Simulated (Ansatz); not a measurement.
Start from `O=C[Si](F)(F)[SiH3]` and change one atom or group to get `F[Si](F)(F)[SiH3]`.

Ansatz, PBE0-D4/def2-TZVP geometries, multiplicity 1. Each molecule was computed in one conformer, which needn't be the lowest.

```tsv
property	`O=C[Si](F)(F)[SiH3]`
HOMO energy (ωB97M-V/def2-TZVPP) / eV	-9.72
LUMO energy (PBE/def2-TZVPP) / eV	-3.33
HOMO–LUMO gap (B3LYP/def2-TZVPP) / eV	4.82
LUMO energy (ωB97M-V/def2-TZVPP) / eV	0.09
LUMO energy (B3LYP/def2-TZVPP) / eV	-2.44
HOMO–LUMO gap (ωB97M-V/def2-TZVPP) / eV	9.81
```

**Question.** Give the same properties after the change, and the shifts. (An estimate is asked.)

**Answer.** The calculation gave: 
```tsv
property	`F[Si](F)(F)[SiH3]`	shift
HOMO energy (ωB97M-V/def2-TZVPP) / eV	-11.47	-1.75
LUMO energy (PBE/def2-TZVPP) / eV	-1.15	2.18
HOMO–LUMO gap (B3LYP/def2-TZVPP) / eV	8.70	3.88
LUMO energy (ωB97M-V/def2-TZVPP) / eV	1.53	1.44
LUMO energy (B3LYP/def2-TZVPP) / eV	-0.48	1.96
HOMO–LUMO gap (ωB97M-V/def2-TZVPP) / eV	13.00	3.19
```

With PBE0 the HOMO falls by 1.92 eV and the LUMO rises by 1.89 eV, so the gap widens by about 3.81 eV. PBE moves the HOMO by -2.09 eV and ωB97M-V by -1.75 eV.

B3LYP here is the variant with VWN-RPA as its local correlation; programs differ in this.
